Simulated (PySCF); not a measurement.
**Si3PH8Cl**

Si3PH8Cl is a small molecule, neutral, singlet. The structure, one conformer, was relaxed in the gas phase by PBE0-D3(BJ)/def2-SVP. No frequency run checks that it is a minimum.

SMILES: [SiH3]P[SiH]([SiH3])Cl

Coordinates in Å:
```
Si1    -1.624   -0.964   -0.310
Si2    -0.204   -0.941   -2.178
P3     -1.335    0.655    1.240
Si4     0.901    0.427    1.530
Cl5    -1.288   -2.775    0.665
H6     -3.056   -0.929   -0.734
H7     -0.705   -1.924   -3.186
H8     -0.191    0.426   -2.785
H9      1.181   -1.316   -1.769
H10    -1.238    1.705    0.273
H11     1.669    0.396    0.248
H12     1.366    1.586    2.347
H13     1.128   -0.843    2.278
```

Shieldings: GIAO PBE0/pcSseg-1. Shifts are against computed references at the same level: H TMS (σ 31.27 ppm), Si TMS (σ 352.0 ppm). Core levels by delta-SCF with SCAN, pcX-2 on the ionised atom and pcseg-1 elsewhere, spin-free X2C (2p3/2 is the spin-free 2p value less a third of a first-order spin-orbit splitting); from the vacuum level, for chosen atoms.

Q: Give the NMR and core-level values of the distinct atoms.

A: 
```tsv
atoms	bonded to	σ (ppm)	δ (ppm)	core level (eV)
Si1	1 Cl + 1 P + 1 Si + 1 H	339.2	12.7	2p3/2 107.40
Si2	1 Si + 3 H	451.5	-99.5	2p3/2 106.72
P3	2 Si + 1 H	599.2	-	2p3/2 136.02
Si4	1 P + 3 H	428.5	-76.5	2p3/2 106.90
Cl5	1 Si	1001.4	-	2p3/2 205.74
H6	1 Si	25.39	5.88	-
H7 H8 H9	1 Si	27.56	3.70	-
H10	1 P	30.20	1.07	-
H11 H12 H13	1 Si	27.01	4.26	-
```

Values are those of this one static structure, with the three H of a rotating XH3 group averaged; atoms that internal rotation interchanges would show their mean in an NMR spectrum.

Q: Which of Si1, Si2, Si4 holds its core electrons tightest, and by how much against the loosest?

A: Si1 (bonded to 1 Cl + 1 P + 1 Si + 1 H), by 0.68 eV over Si2 (bonded to 1 Si + 3 H).

Q: By CAM-B3LYP/def2-SVPD (TDDFT singlets, Tamm-Dancoff triplets, ionisation by delta-SCF), where does absorption start, and what does vertical ionisation take?

A: The lowest singlet lies at 5.62 eV (f 0.011), the strongest of the first 6 at 6.08 eV (f 0.138), the lowest triplet at 5.09 eV; vertical ionisation takes 9.16 eV.
